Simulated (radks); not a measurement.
Problem. Charge is removed step by step from the 5p3/2 level of the xenon ion Xe+, starting from [Kr] 4d10 5s2 5p(1/2: 2, 3/2: 3). Calculated with a radial shooting solver on a logarithmic mesh with Libxc functionals: Dirac Kohn-Sham, BLYP, spin-unpolarised, spherical densities, finite nucleus; Fermi nuclear charge, rms radius 4.7859 fm. At the starting occupation the eigenvalue is -16.336 eV. Estimate the energy to remove one whole electron from this level, the eigenvalue at the end, and how far E(n) bends from a straight line.

Solution. Delta-SCF 21.039 eV; final eigenvalue -25.869 eV; the deviation from the straight line is -1.192 eV at 0.5 electron removed, the largest on the grid computed. Slater's transition state (half an electron removed) gives 21.007 eV. Integrating minus the eigenvalue over the occupation (Janak's theorem) gives 21.039 eV. The mean slope of the eigenvalue, de/dn, is 9.53 eV per electron. Ionisation energy of Xe+ in the NIST Atomic Spectra Database: 20.975 eV (semi-empirical).

Beside tabulated values, note that spin-unpolarised runs miss the spin-polarisation part of the exchange energy of open shells.
